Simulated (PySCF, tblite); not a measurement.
A set of runs on `[C](COC)(C#CB)C` [radical]; the geometry of each is named by its level. Settings lines and outputs come from a driver script.

Species: C₆H₁₀BO (doublet state).
Numbering: `[BH2:1][C:2]#[C:3][C:4]([CH3:5])[CH2:6][O:7][CH3:8]` (hydrogens: H9, H10 on B1; H11, H12, H13 on C5; H14, H15 on C6; H16, H17, H18 on C8)

Step 1: GFN2-xTB geometry optimisation, gas phase (tblite 0.8.0) (from a force-field or distance-geometry start)
```json
{"job": {"kind": "relax", "xc": "GFN2-xTB", "basis": "xTB"}, "charge": 0, "multiplicity": 2}
```
```
step      E/eV     max force
  0    -627.78441    5.121
  1    -628.09053    6.164
  2    -628.53294    2.342
...
111    -629.25076    0.024
112    -629.25082    0.017
113    -629.25086    0.018
114    -629.25089    0.011
115    -629.25091    0.007
```

Energy lowered by 33.8 kcal/mol over 115 steps; largest atomic force 0.007 eV/Å at the end. «max force» is the largest atomic force in eV/Å.

Step 2: GFN2-xTB harmonic vibrations, gas phase (tblite 0.8.0) (on the GFN2-xTB geometry)
```json
{"job": {"kind": "ir", "xc": "GFN2-xTB", "basis": "xTB"}, "charge": 0, "multiplicity": 2}
```
```
(table of modes left out)
```

48 modes from 10 to 3052 cm⁻¹ (unscaled, harmonic); zero-point energy 87.3 kcal/mol; all wavenumbers are real at this level.

Step 3: UKS B3LYP, pcH-1 on B C H O, non-relativistic, mean-field spin-orbit, GIAO (PySCF 2.14.0) (on the GFN2-xTB geometry)
```json
{"job": {"kind": "epr", "basis": "pcH-1"}, "charge": 0, "multiplicity": 2}
```
```
...
E = -334.64699639 Eh   <S^2> = 0.7655 (exact 0.7500)
g shifts (ppm)      1          2          3
  rmc          -125       -125       -125
  gc             -3         25         24
  oz_so          16        347        669
  total        -112        247        568
hyperfine (MHz)  atom isotope    a_iso     a_fc   dipolar eigenvalues
    0   11B      -0.79      -0.79    -10.94     -7.41     18.35
    1   13C      13.74      13.74    -29.78    -23.11     52.89
    2   13C     -48.66     -48.66    -15.59     -0.96     16.55
    3   13C      54.51      54.51    -51.05    -50.80    101.85
    4   13C     -21.87     -21.87     -1.87      0.01      1.86
    5   13C     -24.40     -24.40     -1.52      0.26      1.26
    6   17O      -0.63      -0.63     -1.64      0.48      1.17
    7   13C      -1.08      -1.08     -0.27     -0.09      0.36
    8    1H      -8.80      -8.80     -5.81     -1.37      7.18
    9    1H      -8.83      -8.83     -5.84     -1.36      7.20
   10    1H       1.38       1.38     -2.56     -2.35      4.91
   11    1H      72.19      72.19     -3.52     -2.39      5.91
   12    1H      77.82      77.82     -3.49     -2.08      5.56
   13    1H      86.52      86.52     -3.61     -1.72      5.33
   14    1H      48.43      48.43     -3.05     -2.44      5.49
...
```

⟨S²⟩ 0.766; g_iso 2.0026. rmc, gc and oz_so are the mass-correction, gauge-correction and orbital-Zeeman/spin–orbit parts of the g shift along its three principal axes; a_iso is the isotropic hyperfine coupling and a_fc its Fermi-contact part. The log counts atoms from 0, this text from 1.

Q: Which step took the most CPU time, and about what did each take on an INTEL XEON PLATINUM 8581C at 2.30 GHz with one thread, no GPU, shared host?

A: Step 3, about 98 % of the total. CPU time by step: 1: 0.57 s, 2: 0.45 s, 3: 62 s.

Geometry of the electronic-property runs (GFN2-xTB):
```
atom  x, y, z in Å
B1     4.127   -0.840   -0.640
C2     2.739   -0.345   -0.500
C3     1.582    0.068   -0.380
C4     0.311    0.513   -0.242
C5    -0.004    1.915    0.133
C6    -0.830   -0.424   -0.500
O7    -2.024    0.077    0.051
C8    -3.123   -0.765   -0.164
H9     4.315   -1.967   -0.906
H10    5.026   -0.104   -0.483
H11    0.904    2.488    0.299
H12   -0.620    1.922    1.033
H13   -0.597    2.386   -0.653
H14   -0.951   -0.557   -1.594
H15   -0.599   -1.422   -0.088
H16   -3.984   -0.274    0.285
H17   -3.307   -0.918   -1.235
H18   -2.974   -1.745    0.308
```

 (This holds for the electronic-property runs.)

One conformer stands for the species.
